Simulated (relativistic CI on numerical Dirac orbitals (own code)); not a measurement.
## Calculated levels, Re71+

Method of calculation: Dirac-Coulomb-Breit CI, orbitals from a KLI potential per configuration, model QED (radiative potential, 1s self-energy scaled to tabulated hydrogen-like ionisation energies), unscaled Slater integrals (own radial code, finite nucleus).

Configuration list (outside the closed core 1s2): 2s2, 2s 2p, 2p2, 2p 3s, 2p 3p, 2s 3s, 2s 3p, 2s 3d, 2s 4s, 2s 4p, 2s 4d, 2s 4f, 2s 5s, 3s2, 2s 5p, 2s 5d, 2s 5f, 2s 5g, 3s 3p, 3p2. Levels of other configurations are missing.

| No. | Configuration | Term | J | E (eV) | % | Lifetime (s) |
| --- | --- | --- | --- | --- | --- | --- |
| 1 | 2s2 | 1S | 0 | 0.0 | 98 |  |
| 2 | 2s 2p | 3P° | 0 | 177.0 | 100 |  |
| 3 | 2s 2p | 3P° | 1 | 211.5 | 70 | 1.78e-10 |
| 4 | 2p2 | 3P | 0 | 497.9 | 67 | 1.25e-11 |
| 5 | 2s 2p | 3P° | 2 | 1751.0 | 100 | 5.78e-11 |
| 6 | 2s 2p | 1P° | 1 | 1843.9 | 70 | 7.48e-14 |
| 7 | 2p2 | 3P | 1 | 2027.2 | 100 | 9.84e-14 |
| 8 | 2p2 | 1D | 2 | 2045.4 | 65 | 1.07e-13 |
| 9 | 2p2 | 3P | 2 | 3614.3 | 65 | 5.20e-14 |
| 10 | 2p2 | 1S | 0 | 3684.5 | 68 | 4.61e-14 |
| 11 | 2s 3s | 3S | 1 | 11332.4 | 100 | 2.78e-15 |
| 12 | 2s 3s | 1S | 0 | 11367.6 | 99 | 3.70e-15 |
| 13 | 2s 3p | 3P° | 0 | 11415.4 | 100 | 2.65e-13 |
| 14 | 2s 3p | 3P° | 1 | 11415.5 | 67 | 1.96e-15 |
| 15 | 2p 3s | 3P° | 0 | 11551.7 | 100 | 3.97e-15 |
| 16 | 2p 3s | 3P° | 1 | 11553.8 | 66 | 3.31e-15 |
| 17 | 2p 3p | 3D | 1 | 11601.6 | 74 | 1.14e-15 |
| 18 | 2p 3p | 3P | 0 | 11657.9 | 67 | 1.22e-15 |
| 19 | 2s 3p | 3P° | 2 | 11880.4 | 100 | 1.85e-13 |
| 20 | 2s 3p | 1P° | 1 | 11888.3 | 67 | 1.38e-15 |
| 21 | 2s 3d | 3D | 1 | 11914.8 | 100 | 5.27e-16 |
| 22 | 2s 3d | 3D | 2 | 11920.3 | 69 | 4.85e-16 |
| 23 | 2s 3d | 3D | 3 | 12040.3 | 100 | 5.56e-16 |
| 24 | 2s 3d | 1D | 2 | 12053.7 | 62 | 6.33e-16 |
| 25 | 2p 3p | 3P | 1 | 12090.3 | 49 | 1.96e-15 |
| 26 | 2p 3p | 3D | 2 | 12095.6 | 46 | 1.50e-15 |
| 27 | 2p 3s | 3P° | 2 | 13144.9 | 100 | 4.62e-15 |
| 28 | 2p 3s | 1P° | 1 | 13155.2 | 67 | 2.61e-15 |
| 29 | 2p 3p | 3P | 1 | 13217.6 | 51 | 1.29e-15 |
| 30 | 2p 3p | 3D | 2 | 13219.1 | 48 | 1.27e-15 |
| 31 | 2p 3p | 3D | 3 | 13666.4 | 100 | 1.91e-15 |
| 32 | 2p 3p | 1P | 1 | 13667.3 | 55 | 1.85e-15 |
| 33 | 2p 3p | 3P | 2 | 13699.5 | 65 | 1.78e-15 |
| 34 | 2p 3p | 1S | 0 | 13728.7 | 68 | 1.78e-15 |
| 35 | 2s 4s | 3S | 1 | 15205.6 | 100 | 4.57e-15 |
| 36 | 2s 4s | 1S | 0 | 15218.3 | 100 | 4.56e-15 |
| 37 | 2s 4p | 3P° | 0 | 15237.9 | 100 | 8.26e-15 |
| 38 | 2s 4p | 3P° | 1 | 15238.2 | 67 | 2.98e-15 |
| 39 | 2s 4p | 3P° | 2 | 15432.1 | 100 | 1.31e-14 |
| 40 | 2s 4p | 1P° | 1 | 15434.5 | 67 | 2.37e-15 |
| 41 | 2s 4d | 3D | 1 | 15445.8 | 100 | 1.15e-15 |
| 42 | 2s 4d | 3D | 2 | 15448.0 | 67 | 1.15e-15 |
| 43 | 2s 4d | 3D | 3 | 15499.5 | 100 | 1.30e-15 |
| 44 | 2s 4d | 1D | 2 | 15505.6 | 67 | 1.29e-15 |
| 45 | 2s 4f | 3F° | 3 | 15508.4 | 60 | 2.54e-15 |

Energies count from the lowest computed level; ° marks odd parity; lifetimes are radiative, by E1, M1, E2, M2 decay to levels of this space only; some are left blank where a channel outside the calculation adds to the decay or the decay crosses a small, uncertain gap.

The mean weight of the leading LS term, summed over parents, in these 45 levels is 79 %, and that of the leading jj configuration (from the same eigenvectors) 99 %, so jj coupling describes them better and the LS labels are nominal.

At this charge energies of transitions that change n are usually good to better than 1 %, and those within a shell (Δn = 0) to a few per cent.

LS names give the leading component of a level, which can be under half, so a name can repeat, a term be missing and a line seem to break the LS rules.
